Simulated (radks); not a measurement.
Question: Cr IV, 21 electrons, occupied as [Ne] 3s2 3p5.75 3d3 4d0.25 (fractional occupations, a model configuration). Method: scalar-relativistic Kohn-Sham, r2SCAN, spin-polarised, spherical densities, finite nucleus; open shells are filled with parallel spins first; meta-GGA in the generalised Kohn-Sham scheme; Fermi nuclear charge, rms radius 3.6452 fm; computed with a radial shooting solver on a logarithmic mesh with Libxc functionals. Some entries of the table are withheld. Estimate them.

orbital,occ.,eigenvalue (hartree),<r^2> (bohr^2)
1s up,1,-218.5374,0.005436
1s down,1,-218.5326,0.005435
2s up,1,-26.46350,0.1012
2s down,1,-26.39330,0.1008
2p up,3,-22.44638,0.08317
2p down,3,-22.38878,0.08271
3s up,1,-4.42669,0.8962
3s down,1,-4.23706,0.9074
3p up,3,-3.31294,1.012
3p down,2.75,-3.12459,1.028
3d up,3,-1.59576,(1)
3d down,0,-1.40569,(2)
4d up,0.25,-0.55210,(3)

Answer: 
(1) 3d up <r^2> (bohr^2): 1.415
(2) 3d down <r^2> (bohr^2): 1.471
(3) 4d up <r^2> (bohr^2): 15.56
